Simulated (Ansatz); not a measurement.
CH8AlBOSi, SMILES `[CH3][Al]([SiH3])[BH]O`, charge 0, multiplicity 1.

Problem. Give a relaxed structure at PBE0-D4/def2-TZVP (the Gaussian-basis code of Ansatz). (Estimate.)

Solution. Ansatz gave: 
Z-matrix (Å, degrees):
```
C
Al 1 1.956
H 1 1.092 2 113.1
H 1 1.096 2 110.4 3 -121.0
H 1 1.095 2 110.9 3 121.6
Si 2 2.480 1 119.0 3 -177.9
B 2 2.170 1 128.5 3 2.5
H 6 1.500 2 110.8 1 -178.9
H 6 1.493 2 113.7 1 -60.1
H 6 1.493 2 113.6 1 62.4
O 7 1.355 2 118.7 1 179.1
H 7 1.204 2 127.5 1 -1.0
H 11 0.963 7 113.9 2 0.1
```
Point group Cs.
This is one stationary point; other conformers may exist.
